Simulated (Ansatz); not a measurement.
H6Cl2Si3, singlet, geometry from GFN2-xTB, with bond 10-2 at 2.4 times its length; SC-NEVPT2/STO-3G, CASSCF(2,3) (Ansatz, a first-principles code).

Ansatz was given this input:
Ansatz 0.2 input:
```yaml
crystal:
  periodic: [false, false, false]
  atoms:
    - {symbol: Si, position_ang: [-2.70436472, -0.41043604, 0.25604952]}
    - {symbol: Si, position_ang: [-0.98066823, -0.37968603, -1.30737473]}
    - {symbol: Si, position_ang: [1.11855884, 0.11442225, -0.44763452]}
    - {symbol: Cl, position_ang: [1.05665349, 1.93297120, 0.46957990]}
    - {symbol: Cl, position_ang: [1.59270847, -1.24993739, 0.98967694]}
    - {symbol: H, position_ang: [-2.45183477, -1.39245104, 1.31357121]}
    - {symbol: H, position_ang: [-3.99711912, -0.75215180, -0.34476075]}
    - {symbol: H, position_ang: [-2.86582012, 0.89442591, 0.90236676]}
    - {symbol: H, position_ang: [-1.24060115, 0.58726464, -2.38640353]}
    - {symbol: H, position_ang: [-0.69760839, -3.46587723, -3.00345370]}
    - {symbol: H, position_ang: [2.30958631, 0.17673392, -1.29262928]}
basis:
  gaussian:
    orbitals: STO-3G
magnetization: {spin_polarized: false}
correlation: {method: sc_nevpt2, electrons: all, active_space: {window: {electrons: 2, orbitals: 3}}}
```

The log (banner, timings and long lists left out):

```
Functional definition: HF
559 factors; integrals over basis functions are off by at most 3.4e-5 eV
mean field evaluation 1: about -48135.7598 eV, gradient 2.7e1 eV
mean field evaluation 2: about -48135.8024 eV, gradient 2.7e1 eV
mean field evaluation 4: about -48141.1504 eV, gradient 1.5e1 eV
mean field evaluation 8: about -48143.8528 eV, gradient 9.2e-2 eV
mean field evaluation 16: about -48142.2996 eV, gradient 1.2e-6 eV
mean field -48143.85007499 eV, -1769.2538571823 hartree, gradient 9.3e-6 eV, S^2 0.000000; 1 other end points of the search recorded, 0 dependent functions left out; unrestricted orbitals would lower it
reference -48143.85007499 eV, -1769.2538571823 hartree; 41, 41 occupied and 10, 10 virtual orbitals, 559 factors
state -48149.11324662 eV, -1769.4472751720 hartree
state -48149.11324662 eV, -1769.4472751720 hartree; corrected -48152.25258797 eV, -1769.5626438390 hartree
WARN: 1 active orbitals are nearly empty or full. The corrections depend on them more than the energy does, and are more stable in an active space without them
Total energy: -48152.25258797 eV, -1769.5626438390 hartree
```
